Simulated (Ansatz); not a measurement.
Job for Ansatz (a first-principles code): U-CCSD(T)/cc-pVDZ on CH6BeGe (SMILES [CH3][Be][GeH3]), a point of a bond scan (R = 4.948 Å). The run froze 16 orbitals, filled d shells among them.

Ansatz 0.2 input:
```yaml
crystal:
  periodic: [false, false, false]
  atoms:
    - {symbol: Be, position_ang: [-0.18384765, 1.04916504, -0.75458802]}
    - {symbol: C, position_ang: [-0.41926256, 2.39260940, -1.72082973]}
    - {symbol: H, position_ang: [-1.22682849, 3.03090250, -1.34594530]}
    - {symbol: H, position_ang: [-0.68259427, 2.11781029, -2.74808870]}
    - {symbol: H, position_ang: [0.47837929, 3.01783564, -1.77956966]}
    - {symbol: Ge, position_ang: [0.12640089, -0.72133305, 0.51880234]}
    - {symbol: H, position_ang: [2.86175081, -4.23015622, -1.64636073]}
    - {symbol: H, position_ang: [0.84789286, -0.39872335, 1.84778085]}
    - {symbol: H, position_ang: [-1.19190946, -1.41964363, 0.92528940]}
basis:
  gaussian:
    orbitals: cc-pVDZ
correlation: {method: ccsd_t, electrons: outside_noble_gas}
scf: {omitted_lower_state_checks: [cluster_reference]}
magnetization: {spin_polarized: true, initial_magnetization: 0}
```

Program output:

```
WARN ansatz: RAYON_NUM_THREADS=1 ignored (pool sized by the plan → 1); use --threads N
Functional definition: HF
these checks for a lower state are left out or cut short: cluster_reference
integrals: 0.13 GiB planned
845 factors; integrals over basis functions are off by at most 1.3e-3 eV
mean field: 0.38 GiB planned
mean field evaluation 1: about -57984.6401 eV, gradient 2.0e1 eV
mean field evaluation 2: about -57984.7182 eV, gradient 2.0e1 eV
mean field evaluation 4: about -57986.9445 eV, gradient 1.1e1 eV
mean field evaluation 8: about -57989.5448 eV, gradient 2.2e-1 eV
mean field evaluation 16: about -57993.5443 eV, gradient 2.6e0 eV
mean field evaluation 32: about -57993.6702 eV, gradient 1.9e-2 eV
mean field evaluation 64: about -57988.1329 eV, gradient 7.1e0 eV
mean field -57993.67021709 eV, -2131.2280709564 hartree, gradient 5.4e-6 eV, S^2 1.014655; 7 other end points of the search recorded, 0 dependent functions left out
16 core orbitals not correlated
reference -57993.67021709 eV, -2131.2280709564 hartree; 8, 8 occupied and 61, 61 virtual orbitals, 845 factors
second order -7.19784513 eV of doubles, -0.00000000 eV of singles
coupled cluster: 0.36 GiB planned
cycle   1  -8.10085432 eV  change   -9.0e-1 eV  update   7.2e-2
cycle   2  -8.42389804 eV  change   -3.2e-1 eV  update   2.6e-2
cycle   3  -8.44899322 eV  change   -2.5e-2 eV  update   8.8e-3
cycle   4  -8.44757550 eV  change    1.4e-3 eV  update   3.7e-3
cycle   5  -8.44708033 eV  change    5.0e-4 eV  update   1.6e-3
cycle   6  -8.44703813 eV  change    4.2e-5 eV  update   7.0e-4
cycle   7  -8.44717405 eV  change   -1.4e-4 eV  update   3.5e-4
cycle   8  -8.44727978 eV  change   -1.1e-4 eV  update   1.7e-4
cycle   9  -8.44725919 eV  change    2.1e-5 eV  update   9.4e-5
cycle  10  -8.44725337 eV  change    5.8e-6 eV  update   5.9e-5
cycle  11  -8.44726014 eV  change   -6.8e-6 eV  update   4.8e-5
cycle  12  -8.44726062 eV  change   -4.8e-7 eV  update   4.2e-5
cycle  13  -8.44726711 eV  change   -6.5e-6 eV  update   3.8e-5
cycle  14  -8.44725143 eV  change    1.6e-5 eV  update   2.8e-5
cycle  15  -8.44724702 eV  change    4.4e-6 eV  update   1.3e-5
coupled cluster: 0.36 GiB planned
perturbative correction -0.22116872 eV, -0.0081278007 hartree
Total energy: -58002.33863283 eV, -2131.5466293593 hartree
Checks for a lower state left out: cluster_reference
```

Self-consistency was reached. Its determinant has ⟨S²⟩ = 1.01, a mixture of spin states.

Cost: about 11 core-seconds (a rough figure).
